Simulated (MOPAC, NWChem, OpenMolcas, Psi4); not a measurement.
# How methods differ on C2HClFIn (SMILES C#[C][In]([F])[Cl])

C2HClFIn: 6 atoms, total charge 0, spin state singlet. SMILES: `C#[C][In]([F])[Cl]`. Geometry: relaxed at PBE0-D4/def2-TZVP.

Each level gives the HOMO–LUMO gap (eV). The values are calculated.

```json
{"level": "MNDO", "kind": "semi-empirical", "program": "MOPAC", "value (eV)": "9.77"}
{"level": "HF/def2-SVP (core potential)", "kind": "Hartree–Fock", "program": "NWChem", "value (eV)": "12.60"}
{"level": "SVWN5/def2-SVP (core potential)", "kind": "LDA", "program": "OpenMolcas", "value (eV)": "4.81"}
{"level": "BP86/def2-SVP (density fitting, core potential)", "kind": "GGA", "program": "Psi4", "value (eV)": "4.89"}
{"level": "PBE/def2-SVP (core potential)", "kind": "GGA", "program": "NWChem", "value (eV)": "4.92"}
{"level": "M06-L/def2-SVP (core potential)", "kind": "meta-GGA", "program": "OpenMolcas", "value (eV)": "5.47"}
{"level": "BHLYP/def2-SVP (core potential)", "kind": "global hybrid", "program": "OpenMolcas", "value (eV)": "8.81"}
{"level": "B2PLYP/def2-SVP (core potential)", "kind": "double hybrid", "program": "OpenMolcas", "value (eV)": "9.03"}
```

The values span 4.81 to 12.60 eV. Orbital gaps aren't excitation energies, and those of double hybrids come from the SCF part alone; they tend to grow with the share of exact exchange.
